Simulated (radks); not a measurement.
Results of a calculation; reference values are marked as such.
Task: The argon ion Ar+, 17 electrons, occupied as [Ne] 3s2 3p5 (the NIST ground configuration). Code: a radial shooting solver on a logarithmic mesh with Libxc functionals. Model: Dirac Kohn-Sham, relativistic LDA (MacDonald-Vosko exchange, VWN5 correlation), spin-unpolarised, spherical densities, finite nucleus; open shells fill j = l - 1/2 first; Fermi nuclear charge, rms radius 3.4274 fm.

Spin-orbit splittings of the eigenvalues, e(l+1/2) - e(l-1/2), with zeta = 2 splitting/(2l+1) and mean radii in bohr:

| shell | occ. | splitting (eV) | zeta (eV) | <r> j=l-1/2 | <r> j=l+1/2 |
|---|---|---|---|---|---|
| 2p | 6 | ? | ? | 0.3757 | 0.3782 |
| 3p | 5 | 0.2023 | 0.1349 | 1.548 | 1.556 |
| 3d | 0 | 0.005470 | 0.002188 | 2.994 | 2.998 |

Estimate the 2p splitting.

Result: 2.225 eV (zeta = 1.483 eV).
